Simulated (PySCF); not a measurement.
Compound: Ge(vinyl)Cl3, C2H3Cl3Ge.
Bonds: Ge1–C2, Ge1–Cl7, Ge1–Cl8, Ge1–Cl9, C2–C3. Hydrogens: H4 on C2; H5, H6 on C3.

The computed photoelectron lines, unassigned: C 1s: 291.26 (area 1), 291.46 (area 1) eV; Cl 1s: 2828.54 eV; Cl 2p3/2: 205.93 eV.

Theory: delta-SCF UKS SCAN, pcX-2 on the ionised atom, pcseg-1 elsewhere, spin-free X2C (PySCF 2.14.0). One conformer (not necessarily the lowest) at the PBE0-D3(BJ)/def2-SVP geometry, without solvent, vibrations or thermal averaging.

Question: Assign the C 1s lines to atoms.

Answer: 291.26 eV: C2 (carbon bonded to C, Ge and H); 291.46 eV: C3 (carbon bonded to C and 2 H). The 2 C 1s values lie within 0.20 eV of each other; Gaussian lines of 0.5 eV full width would blend them into one maximum.

Bonded neighbours of each site: C2: C, H and Ge; C3: C and 2 H; Cl7/Cl8/Cl9: Ge.

Question: Which effective nuclear charge Zeff reproduces each element's mean 1s value in the hydrogen-like formula E = 13.606 eV × Zeff²?

Answer: C (Z = 6): mean 291.4 eV, Zeff = 4.63, Z − Zeff = 1.37; Cl (Z = 17): mean 2828.5 eV, Zeff = 14.42, Z − Zeff = 2.58. Means run over the listed sites, weighted by atom count.

Topologically equivalent atoms share the value of their first member; where this conformer doesn't relate them by symmetry, their own values could differ. The 2p values add to the ΔSCF energy of one spin-free hole a correction within the shell (spin–orbit coupling, ligand field). 2p1/2 minus 2p3/2 (ligand field included): Cl 1.65 eV. No level of germanium is listed.
